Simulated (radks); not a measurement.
Problem. Ionisation of the xenon ion Xe3+, [Kr] 4d10 5s2 5p3, to [Kr] 4d10 5s2 5p2 as the strength of local exchange is varied. All-electron calculation, Dirac Kohn-Sham, Slater X-alpha exchange (alpha = 2/3 is LDA exchange), no correlation, spin-unpolarised, spherical densities, finite nucleus; open shells fill j = l - 1/2 first; Fermi nuclear charge, rms radius 4.7859 fm. Program: a radial shooting solver on a logarithmic mesh with Libxc functionals.

| alpha | E(Xe3+) (hartree) | exchange (hartree) | IE (eV) | -e of the level emptied (eV) | <r> of it (bohr) |
|---|---|---|---|---|---|
| 0.667 | -7436.70734 | -175.08884 | 40.451 | 35.092 (5p3/2) | 2.043 |
| 0.861 | -7487.79333 | -227.43962 | 43.427 | 37.987 (5p3/2) | 1.983 |
| 0.907 | -7499.95360 | -239.94676 | 44.149 | 38.690 (5p3/2) | 1.970 |
| 0.929 | -7505.77576 | -245.94118 | 44.496 | 39.028 (5p3/2) | 1.963 |
| 0.959 | -7513.72172 | -254.12866 | 44.971 | 39.492 (5p3/2) | 1.955 |
| 1.002 | -7525.12432 | -265.89079 | 45.657 | 40.161 (5p3/2) | 1.943 |
| ? | -7424.37917 | -162.50247 | 39.745 | 34.408 (5p3/2) | 2.058 |

Which alpha was used in the last row?

Solution. alpha = 0.62. NIST Atomic Spectra Database: 42.2 +/- 0.2 eV (measured). The Delta-SCF value meets it near alpha = 0.78. Spin polarisation and multiplet splitting are left out, so open shells lie too high by an amount that depends on their filling.

Beside tabulated values, note that spin-unpolarised runs miss the spin-polarisation part of the exchange energy of open shells.
